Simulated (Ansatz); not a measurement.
Start from `[SiH3][CH](Cl)[AlH][SH]` and change one atom or group to get `OC([SiH3])Cl`.

Ansatz, PBE0-D4/def2-TZVP geometries, multiplicity 1. Each molecule was computed in one conformer, which needn't be the lowest.

| property | `[SiH3][CH](Cl)[AlH][SH]` |
| --- | --- |
| HOMO energy (PBE/def2-TZVPP) / eV | -6.33 |
| HOMO–LUMO gap (PBE0/def2-TZVPP) / eV | 6.59 |
| LUMO energy (B3LYP/def2-TZVPP) / eV | -1.17 |
| HOMO–LUMO gap (B3LYP/def2-TZVPP) / eV | 6.11 |
| LUMO energy (ωB97M-V/def2-TZVPP) / eV | 0.82 |
| HOMO energy (B3LYP/def2-TZVPP) / eV | -7.28 |

Problem. What does the change do to each property? (Best estimate.)

Solution. Ansatz gave: 
```
                             property  `OC([SiH3])Cl`  shift
    HOMO energy (PBE/def2-TZVPP) / eV           -6.75  -0.42
 HOMO–LUMO gap (PBE0/def2-TZVPP) / eV            8.17   1.58
  LUMO energy (B3LYP/def2-TZVPP) / eV           -0.22   0.95
HOMO–LUMO gap (B3LYP/def2-TZVPP) / eV            7.68   1.57
LUMO energy (ωB97M-V/def2-TZVPP) / eV            1.76   0.94
  HOMO energy (B3LYP/def2-TZVPP) / eV           -7.90  -0.62
```

With PBE0 the HOMO falls by 0.59 eV and the LUMO rises by 1.00 eV, so the gap widens by about 1.59 eV. PBE moves the HOMO by -0.42 eV and ωB97M-V by -0.69 eV. The zero-point energy changes by -3.7 kJ/mol with -6 modes.

B3LYP here is the variant with VWN-RPA as its local correlation; programs differ in this.
